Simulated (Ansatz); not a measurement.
One change: `CS[CH2][ZnH]` becomes `CSCF`.

Ansatz, PBE0-D4/def2-TZVP geometries, multiplicity 1. Each molecule was computed in one conformer, which needn't be the lowest.

Scalar relativity is left out up to krypton.

| property | `CS[CH2][ZnH]` |
| --- | --- |
| size of the dipole moment (PBE/def2-TZVPP) / D | 1.26 |
| LUMO energy (B3LYP/def2-TZVPP) / eV | -0.79 |
| HOMO–LUMO gap (ωB97M-V/def2-TZVPP) / eV | 8.87 |
| LUMO energy (ωB97M-V/def2-TZVPP) / eV | 0.85 |
| HOMO energy (ωB97M-V/def2-TZVPP) / eV | -8.01 |
| LUMO energy (PBE0/def2-TZVPP) / eV | -0.53 |

Question: Give the same properties after the change, and the shifts. (An estimate is asked.)

Answer: Ansatz gave: 
```tsv
property	`CSCF`	shift
size of the dipole moment (PBE/def2-TZVPP) / D	1.64	0.38
LUMO energy (B3LYP/def2-TZVPP) / eV	0.49	1.28
HOMO–LUMO gap (ωB97M-V/def2-TZVPP) / eV	11.78	2.91
LUMO energy (ωB97M-V/def2-TZVPP) / eV	2.62	1.77
HOMO energy (ωB97M-V/def2-TZVPP) / eV	-9.16	-1.15
LUMO energy (PBE0/def2-TZVPP) / eV	0.79	1.32
```

With PBE0 the HOMO falls by 1.06 eV and the LUMO rises by 1.32 eV, so the gap widens by about 2.38 eV. PBE moves the HOMO by -0.92 eV and ωB97M-V by -1.15 eV. The zero-point energy changes by -6.2 kJ/mol with -3 modes. Dipoles are sizes alone; their direction can turn.

B3LYP here is the variant with VWN-RPA as its local correlation; programs differ in this.
